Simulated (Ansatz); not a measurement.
Basis-set extrapolation for C2H6BClO (`CCB(O)Cl`) (PBE0-D4/def2-TZVP geometry, frozen core, the Gaussian-basis code of Ansatz). Multiplicity 1, RHF reference.

|  | def2-TZVPP | def2-QZVPP |
| --- | --- | --- |
| HF | -638.472778 | -638.493889 |
| MP2 correlation | -0.878652 | -0.946129 |
| CCSD(T) correlation | -0.960764 | not run |

Energies in hartree. Use E(X) = E(∞) + A·exp(−7.88·√X) for Hartree–Fock and E(X) = E(∞) + B·X^(−2.97) for correlation, with X = 3 and 4, and add CCSD(T) minus MP2 of the smaller set to the MP2 limit.

**Question.** What is the CCSD(T) energy at the basis-set limit?

**Answer.** HF limit: -638.493889 + (-0.021111) × 0.13774 = -638.49680. MP2 limit: -0.946129 + (-0.067477) × 0.74074 = -0.99611. Higher-order term: -0.960764 − (-0.878652) = -0.08211. Total: -639.57502 hartree, 88.8 kcal/mol below CCSD(T)/def2-TZVPP.
